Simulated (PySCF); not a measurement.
**Electron correlation in Ti(3+) (titanium, charge +3)**

[Ar] 3d1, 2D determinant. Computed with PySCF 2.14 in def2-TZVPPD, with no relativity, point nucleus. Frozen: [Ne]; 9 electrons correlated.

MP2 pair energies summed by pair of shells (mhartree):

| pair | energy | share (%) |
| --- | --- | --- |
| 3p-3p | -135.85 | 64.8 |
| 3p-3d | -32.56 | 15.5 |
| 3s-3p | -29.42 | 14.0 |
| 3s-3s | -6.67 | 3.2 |
| 3s-3d | -5.18 | 2.5 |

Total MP2 correlation energy: -209.68 mhartree.

Same-spin part -55.72 and opposite-spin part -153.95 mhartree; SCS-MP2 scales them by 1/3 and 6/5 to -203.32 mhartree.

This basis was not built for core-valence correlation, so the inner-shell part is incomplete.
